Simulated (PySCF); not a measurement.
Te(Et)(NH2) (C2H7NTe), SMILES CC[Te]N. Atoms are numbered in the order given.

```xyz
11

Te    -0.1784     0.0309     0.6230
C      1.5142    -0.2909    -0.7583
C      1.3545     0.4587    -2.0716
H      1.6098    -1.3845    -0.9089
H      2.3996     0.0493    -0.1816
H      1.3297     1.5563    -1.9166
H      0.4104     0.1718    -2.5809
H      2.1867     0.2270    -2.7706
N     -1.7753    -0.3287    -0.6537
H     -1.6979    -1.2756    -1.0494
H     -1.7479     0.3403    -1.4353
```

Coordinates come from a PBE-D3(BJ)/def2-SVP optimisation. The structure was generated by enumeration, and PubChem lists no compound with its InChIKey, so it may never have been made. The def2 effective core potentials stand for the cores of Te; spin–orbit coupling is left out. The values are those of a single conformer.

These are TDDFT-LC-ωPBE/def2-SVPD (PySCF) values and carry that method's errors.

Vertical excitations. Isolated molecule, no solvent.

List the lowest excited states. (An estimate is asked for; the answer gives what the named calculation found.)


| state | energy (eV) | λ (nm) | f | main pairs |
|---|---|---|---|---|
| S1 | 3.70 | 335 | 0.000 | HOMO→LUMO 73 %, HOMO→LUMO+4 19 % |
| S2 | 4.92 | 252 | 0.001 | HOMO→LUMO+1 53 %, HOMO→LUMO+5 34 % |
| S3 | 5.56 | 223 | 0.003 | HOMO−1→LUMO 78 % |
| S4 | 6.08 | 204 | 0.155 | HOMO→LUMO+3 58 %, HOMO→LUMO+2 31 % |
| S5 | 6.70 | 185 | 0.062 | HOMO→LUMO+2 55 %, HOMO→LUMO+3 30 % |
| S6 | 6.88 | 180 | 0.095 | HOMO−2→LUMO 71 % |
| S7 | 6.94 | 179 | 0.008 | HOMO→LUMO+4 34 %, HOMO→LUMO+5 34 %, HOMO→LUMO 18 % |
| S8 | 7.09 | 175 | 0.014 | HOMO→LUMO+4 35 %, HOMO→LUMO+1 30 %, HOMO→LUMO+5 19 % |
| S9 | 7.29 | 170 | 0.149 | HOMO−1→LUMO+1 62 %, HOMO−1→LUMO+5 12 % |
| S10 | 7.70 | 161 | 0.035 | HOMO−1→LUMO+3 27 %, HOMO−1→LUMO+2 15 %, HOMO−1→LUMO+5 13 %, HOMO−1→LUMO+4 12 % |
| T1 | 3.00 | 413 | 0 | HOMO→LUMO 71 %, HOMO→LUMO+4 20 % |
| T2 | 4.10 | 303 | 0 | HOMO→LUMO+1 47 %, HOMO→LUMO+5 42 % |
| T3 | 4.99 | 249 | 0 | HOMO−1→LUMO 70 %, HOMO−1→LUMO+4 14 % |
| T4 | 5.38 | 230 | 0 | HOMO−2→LUMO 30 %, HOMO−1→LUMO+1 23 %, HOMO−1→LUMO+5 19 %, HOMO−2→LUMO+4 10 % |
Triplets are in the Tamm–Dancoff approximation, which puts them higher than full response would, so one can lie above its singlet here.
